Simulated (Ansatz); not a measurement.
Cost and result for the atomization energy of GaH₇Si₂, SMILES `[SiH3][SiH2][GaH2]` (10 atoms, 9 bonds).

Cartesian coordinates in Å:
```
Si 1.026 0.833 1.166
Si -0.584 -0.694 0.416
Ga -0.829 -0.467 -1.966
H 1.222 0.747 2.638
H 0.606 2.220 0.824
H 2.329 0.566 0.498
H -0.135 -2.062 0.805
H -1.857 -0.406 1.136
H 0.064 -1.310 -2.948
H -1.842 0.573 -2.569
```

Total charge 0; spin multiplicity 1. Correlated methods include outer-core shells of Ga, which these sets cover unevenly. Scalar relativity is left out up to krypton. Geometry: relaxed with PBE0-D4/def2-TZVP. Program: Ansatz. All runs use 2 threads of an Arm Neoverse V2 on a shared host. Times are those of one run each, without the atoms' runs, and a repeat can differ threefold. Electronic energies, without spin–orbit coupling; frozen cores. CCSD(T)/CBS adds CCSD(T) − MP2 in def2-TZVPP to the MP2 limit, and its time is that of the two runs behind it. T1 = 0.014. With those shells the extrapolation isn't a true limit.

CCSD(T)/CBS is a level of theory with its own doubt, some kJ/mol a heavy atom from the limit and from the frozen cores, so smaller differences don't rank the functionals.

```tsv
level	functions	wall time
PBE0-D4/def2-TZVPP	230	4.9 s
CCSD(T)/def2-SVP	103	5.5 s
BHLYP-D4/def2-TZVPP	230	6 s
CAM-B3LYP-D4/def2-TZVPP	230	6 s
r2SCAN-D4/def2-TZVPP (with forces)	230	7.5 s
B2PLYP/def2-TZVPP	230	8.5 s
PBE-QIDH/def2-TZVPP	230	8.5 s
B97M-V/def2-TZVPP	230	14 s
ωB97X-V/def2-TZVPP	230	14 s
ωB97M-V/def2-TZVPP (with forces)	230	21 s
MP2/def2-QZVPP	439	34 s
CCSD(T)/def2-TZVPP	230	2.3 min
CCSD(T)/CBS(def2)	–	2.9 min
```

Question: What atomization energy does each give, and how far from CCSD(T)/CBS? (An estimate is asked.)

Answer: The calculation gave: 
| level | atomization (kJ/mol) | difference from CCSD(T)/CBS | per bond |
| --- | --- | --- | --- |
| PBE0-D4/def2-TZVPP | 2583.3 | -48.6 | -5.4 |
| CCSD(T)/def2-SVP | 2459.5 | -172.4 | -19.1 |
| BHLYP-D4/def2-TZVPP | 2604.1 | -27.8 | -3.1 |
| CAM-B3LYP-D4/def2-TZVPP | 2623.7 | -8.2 | -0.9 |
| r2SCAN-D4/def2-TZVPP (with forces) | 2627.6 | -4.3 | -0.5 |
| B2PLYP/def2-TZVPP | 2574.0 | -57.9 | -6.4 |
| PBE-QIDH/def2-TZVPP | 2590.3 | -41.6 | -4.6 |
| B97M-V/def2-TZVPP | 2657.7 | 25.8 | 2.9 |
| ωB97X-V/def2-TZVPP | 2654.5 | 22.6 | 2.5 |
| ωB97M-V/def2-TZVPP (with forces) | 2613.2 | -18.7 | -2.1 |
| MP2/def2-QZVPP | 2561.2 | -70.7 | -7.8 |
| CCSD(T)/def2-TZVPP | 2579.3 | -52.6 | -5.8 |
| CCSD(T)/CBS(def2) | 2631.9 | 0.0 | 0.0 |

From r2SCAN to r2SCAN0 (25 % exact exchange), in def2-TZVPP and without D4, the atomization energy moves by −11.7 kJ/mol: exact exchange takes away binding that semilocal exchange gives to molecules. The D4 term adds +35.4 kJ/mol with B3LYP and +18.7 kJ/mol with PBE0; it sums over pairs of atoms, weighted by their polarisabilities, and B3LYP, whose exchange is more repulsive, gets the larger term. Leaving LDA and LC-ωPBE aside and taking each functional with its dispersion term where it has one, the values, not all of them listed here, spread over 113.0 kJ/mol, from revPBE-D4 to B97M-V. LDA lies +323.1 kJ/mol from PBE without D4, its usual overbinding.

B3LYP here is the variant with VWN-RPA as its local correlation; programs differ in this.
